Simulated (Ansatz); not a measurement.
`[AlH2][NH][SiH2][GeH3]` + `BN` → `B[NH][GeH3]` + `[AlH2][NH][SiH3]` at 298.15 K and 1 bar (cleavage of the Ge–Si bond).

Computed with Ansatz on PBE0-D4/def2-TZVP structures; ΔE is electronic, products minus reactants. CCSD(T)/CBS adds triple-zeta CCSD(T) − MP2 to the extrapolated MP2 energy (def2 sets, frozen cores). This one scheme is used for every species. For Ge outer-core shells are correlated without core-valence functions, which leaves a few kJ/mol of doubt a bond. Scalar relativity is left out up to krypton. One conformer a species, not always the lowest.

| species | CCSD(T)/CBS energy (Eh) | H − E (kJ/mol) | S (J/(mol·K)) |
| --- | --- | --- | --- |
| `[AlH2][NH][SiH2][GeH3]` | -2666.76326 | 210.0 | 390.3 |
| `BN` | -81.93499 | 137.2 | 228.1 |
| `B[NH][GeH3]` | -2159.24687 | 178.2 | 305.9 |
| `[AlH2][NH][SiH3]` | -589.44550 | 161.8 | 314.0 |

H − E and S are ideal-gas, rigid-rotor, harmonic terms from PBE0-D4/def2-TZVP, for one conformer and one mirror image of each species. 1 Eh = 2625.50 kJ/mol, R = 8.31446 J/(mol·K).

Q: By hand: ΔE, ΔH, ΔS and ΔG.

A: ΔE = (-2159.24687) + (-589.44550) − (-2666.76326) − (-81.93499) = 0.00588 Eh = 15.4 kJ/mol. Δ(H − E) = 178.2 + 161.8 − 210.0 − 137.2 = -7.2, so ΔH = 8.2 kJ/mol. ΔS = 305.9 + 314.0 − 390.3 − 228.1 = 1.5 J/(mol·K). ΔG = 8.2 − 298.15 × (1.5)/1000 = 7.8 kJ/mol.

Q: By hand: the equilibrium constant, and the temperature at which ΔG would vanish if ΔH and ΔS stayed fixed.

A: log₁₀ K = −ΔG/(RT ln 10) = -1.4. ΔG = 0 at ΔH/ΔS = 5467 K, far beyond where these terms or the molecules hold.

The number of gas molecules stays the same, so ΔS is small and ΔH decides. A doubt of 5 kJ/mol in ΔE shifts log₁₀ K by 0.9 here. Other conformers and mirror images would add mixing entropy, several J/(mol·K) or more a flexible species. Modes under 60 cm⁻¹, often nearly free rotors, make the harmonic entropy too high. These are equilibria of isolated gas molecules and say nothing of rates. Largest T1 diagnostic: 0.013 (customary marks: 0.02 for closed shells, 0.045 for open ones).
